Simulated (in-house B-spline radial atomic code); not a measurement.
RPA and G0W0 for the calcium ion Ca⁵⁺, [Ne] 3s2 3p3, highest spin, as one setting changes: the share of exact exchange in the PBE hybrid start. A dash marks a level of low quasi-particle weight. Computed with a B-spline radial code for spherical atoms: all electrons, scalar-relativistic (spin-free one-electron X2C), finite nucleus, each spin shell either full or empty, empty states to l = 9 with an (l + 1/2)⁻⁴ tail; G0W0 by contour deformation at full frequency.

```csv
share of exact exchange in the PBE hybrid start,mean-field level (eV),G0W0 level (eV),RPA correlation (Eh)
0,-98.32,3p up -107.88,-0.95834
0.1,-99.38,3p up -107.95,-0.9448
0.2,-100.44,3p up -108.02,-0.93207
0.3,-101.49,3p up -108.07,-0.92006
0.4,-102.55,3p up -108.13,-0.90868
0.5,?,?,?
0.6,-104.66,3p up -108.21,-0.88753
0.7,-105.72,3p up -108.25,-0.87767
0.8,?,?,?
0.9,-107.83,3p up -108.31,-0.85913
1,-108.88,3p up -108.33,-0.85039
```

(1) What belongs in the row for 0.5?

(2) What belongs in the row for 0.8?

(3) At what share of exact exchange does G0W0 leave the highest level unchanged?

Results:

(1) mean-field level (eV): -103.61; G0W0 level (eV): 3p up -108.17; RPA correlation (Eh): -0.89785.

(2) mean-field level (eV): -106.77; G0W0 level (eV): 3p up -108.28; RPA correlation (Eh): -0.86821.

(3) Near 0.95, where the shift changes sign (-0.477 eV at 0.9, +0.551 eV at 1).
